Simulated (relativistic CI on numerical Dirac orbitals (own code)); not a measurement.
**Co⁴⁺ in a cubic cluster: 3s photoemission with charge transfer**

Computed with a charge-transfer multiplet model of a cubic metal-ligand cluster with up to 3 ligand holes, Slater and spin-orbit integrals from Dirac-Coulomb-Breit ions, Slater integrals scaled by 0.9. The ground state mixes d5 with configurations of k ligand holes L, whose averages lie at kΔ + k(k − 1)U_dd/2; a core hole lowers each added d electron by U_cd. 20 K, Lorentzian 1.4 eV and Gaussian 0.8 eV FWHM.

Atomic integrals in eV (Slater integrals scaled, ζ unscaled), ground: F2dd 12.224, F4dd 7.677, zeta_d 0.080; with the core hole: F2dd 13.052, F4dd 8.234, zeta_d 0.090, G2cd 12.608.

Cluster parameters (eV): Δ = 2, U_cd = 9.3, 10Dq = 1.8, 10Dq(ligand) = 0.1, V(eg) = 1.85, V(t2g) = -0.95, final-state hopping factor = 0.9.

```
         Case   n_d    d5   d6L  d7L2  d8L3     S
U_dd = 5.7 eV  5.22  0.79  0.20  0.01  0.00  2.50
U_dd = 7.1 eV  5.21  0.80  0.19  0.01  0.00  2.50
U_dd = 7.8 eV  5.21  0.80  0.19  0.01  0.00  2.50
```

Weights, n_d and S are thermal averages at 20 K. Binding energies count from the first peak over 30 % of the highest in each spectrum, which can be another peak from case to case. The parameters are a model scan and need not match a compound or its usual spin state. Peaks in eV (height, largest 100):
- U_dd = 5.7 eV: 0.0 (100), 2.2 (58), 5.5 (67), 6.5 (64), 9.3 (30), 11.5 (32), 13.5 (27), 18.3 (42), 22.8 (55)
- U_dd = 7.1 eV: 0.0 (100), 2.1 (47), 6.0 (65), 9.7 (17), 12.0 (37), 14.0 (26), 18.9 (34), 22.5 (49)
- U_dd = 7.8 eV: 0.0 (100), 2.0 (44), 6.2 (65), 12.2 (40), 14.2 (26), 19.2 (34), 22.4 (43)

Curve for U_dd = 7.1 eV (points under 2 left out, the grid thinned):

E (eV), Intensity and a bar:
```
     -3.4        6.1 #
     -2.7        9.1 ##
     -2.0       15.4 ####
     -1.3       31.5 #########
     -0.6       72.1 ######################
      0.1       99.0 ##############################
      0.8       62.3 ###################
      1.5       44.2 #############
      2.2       47.2 ##############
      2.9       34.1 ##########
      3.6       22.4 ######
      4.2       22.6 ######
      4.9       33.9 ##########
      5.6       57.8 #################
      6.3       61.6 ##################
      7.0       46.5 ##############
      7.7       31.7 #########
      8.4       18.7 #####
      9.1       16.0 ####
      9.8       16.7 #####
     10.5       16.5 ####
     11.2       24.7 #######
     11.9       36.9 ###########
     12.6       29.6 #########
     13.3       23.9 #######
     14.0       26.4 ########
     14.7       22.2 ######
     15.4       16.6 #####
     16.1       17.0 #####
     16.8       21.1 ######
     17.5       22.7 ######
     18.2       28.6 ########
     18.9       34.4 ##########
     19.6       28.3 ########
     20.2       19.7 #####
     20.9       16.8 #####
     21.6       26.6 ########
     22.3       46.7 ##############
     23.0       38.9 ###########
     23.7       18.0 #####
     24.4        8.9 ##
     25.1        5.3 #
     25.8        3.6 
     26.5        2.6 
     27.2        2.0
```

For the case U_dd = 7.8 eV, Δ = 2 eV is smaller than U_dd = 7.8 eV, the charge-transfer side of the Zaanen-Sawatzky-Allen scheme. With the core hole the average of the configuration with one ligand hole lies at Δ − U_cd = -7.3 eV before mixing: it lies below the unscreened one, so the lowest final states are mostly screened and the unscreened weight appears at higher binding energy as a satellite.

Without intra-shell correlation the exchange splitting of the 3s hole comes out too large.
